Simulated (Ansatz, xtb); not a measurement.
## Two isomers of C3H3F3OS

Structure X: `FC(F)(F)[C@@H]1O[C@@H]1S`, a singlet. Structure Y: `FC(F)(F)[C@@H]1O[C@H]1S`, a singlet. Both are isolated molecules in the gas phase, relaxed with PBE0-D3(BJ)/def2-SVP; the shapes shown needn't be the lowest conformers.

X (Å):

```xyz
11

C     2.5060    2.0898    0.8256
C     1.8543    1.0247   -0.0210
C     0.8188    0.1032    0.4543
F     3.0225    3.0415    0.0486
F     3.5005    1.5623    1.5385
F     1.6554    2.6789    1.6672
O     0.5014    1.2012   -0.3633
S     0.1316   -0.0860    2.0891
H     2.5244    0.7051   -0.8321
H     0.7730   -0.8731   -0.0484
H     0.3337    1.1809    2.5006
```

Y (Å):

```xyz
11

C     2.4348    0.7483    1.9603
C     2.0203    0.7643    0.5124
C     1.1369    1.8107   -0.0101
F     2.3293    1.9524    2.5191
F     3.6958    0.3423    2.0949
F     1.6576   -0.0973    2.6409
O     2.5144    1.8344   -0.2514
S     0.1373    1.5302   -1.4769
H     2.0245   -0.2243    0.0363
H     0.7674    2.5897    0.6689
H    -1.0268    1.4199   -0.8009
```

Task: Which of the two would you expect CCSD(T)/def2-SVP + ΔMP2/def2-TZVPP electronic energies to favour?

Result: Not settled: CCSD(T)/def2-SVP + ΔMP2/def2-TZVPP gives E(Y) − E(X) = −4.53 kJ/mol, but this leans on the basis-set step: CCSD(T) alone gives −3.64 kJ/mol.

The same difference at several levels:

| level | geometry | E(Y) − E(X) (kJ/mol) | departure from the last row (kJ/mol) | job, with rough time for the two |
| --- | --- | --- | --- | --- |
| GFN2-xTB | GFN2-xTB | +0.81 | +5.34 | optimisation, 0.47 s |
| HF/STO-3G | GFN2-xTB | +3.34 | +7.87 | single point, 1.7 s |
| r2SCAN-D4/def2-SVP | GFN2-xTB | −1.89 | +2.64 | single point, 8.7 s |
| PBE0-D3(BJ)/def2-SVP | PBE0-D3(BJ)/def2-SVP | −0.24 | +4.29 | optimisation, 2.9 min |
| HF/def2-SVP | PBE0-D3(BJ)/def2-SVP | −8.39 | −3.86 | part of the CCSD(T) run |
| MP2/def2-SVP | PBE0-D3(BJ)/def2-SVP | −3.09 | +1.44 | part of the CCSD(T) run |
| CCSD(T)/def2-SVP | PBE0-D3(BJ)/def2-SVP | −3.64 | +0.89 | single point |
| CCSD(T)/def2-SVP + ΔMP2/def2-TZVPP | PBE0-D3(BJ)/def2-SVP | −4.53 |  | single point, 3.2 min |

As drawn, both hold the same kinds of bond in the same numbers.

HF/STO-3G puts the two in the other order. GFN2-xTB, r2SCAN-D4/def2-SVP, PBE0-D3(BJ)/def2-SVP find them nearly level. The largest departure from CCSD(T)/def2-SVP + ΔMP2/def2-TZVPP is that of HF/STO-3G, 7.87 kJ/mol. The last row adds to CCSD(T) the change of the MP2 difference between the two basis sets, here −0.89 kJ/mol.

With thermal terms from frequencies at re-optimised GFN2-xTB minima (ideal gas, soft modes damped towards free rotors, one conformer each, 298.15 K, 1 atm): the zero-point term adds −1.46 kJ/mol; ΔH is −5.03 and ΔG −8.31 kJ/mol.

The correlated steps freeze 12 core orbitals. Programs: Ansatz 0.2.0, xtb 6.7.1; the last row on 2 threads of Intel(R) Xeon(R) Processor @ 2.50GHz (Skylake/Cascade Lake) on a shared host.
